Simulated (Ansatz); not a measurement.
Reaction (redistribution): `[NH2][GeH]([OH])[CH2]F` + `F[SiH2][SnH3]` → `[NH2][GeH]([OH])[F]` + `FC[SiH2][SnH3]`

Isolated molecules relaxed with PBE0-D4/def2-TZVP in Ansatz; ΔE leaves out vibrations. CBS: MP2 limit from def2 TZ/QZ plus the TZ coupled-cluster correction, frozen cores. DFT in def2-TZVPP. B3LYP here is the variant with VWN-RPA as its local correlation; programs differ in this. def2 core potentials past Kr. For Ge, Sn outer-core shells are correlated without core-valence functions, which leaves a few kJ/mol of doubt a bond. Scalar relativity is left out up to krypton. One conformer a species, not always the lowest.

| level | ΔE (kcal/mol) |
| --- | --- |
| B3LYP | 6.8 |
| CCSD/CBS(def2) | 7.5 |

**Question.** What does CCSD(T)/CBS give? (Best estimate.)

**Answer.** The calculation gave: +7.2 kcal/mol. The listed levels differ from it by -0.4, 0.3 kcal/mol.

Largest T1 diagnostic among the species: 0.013.
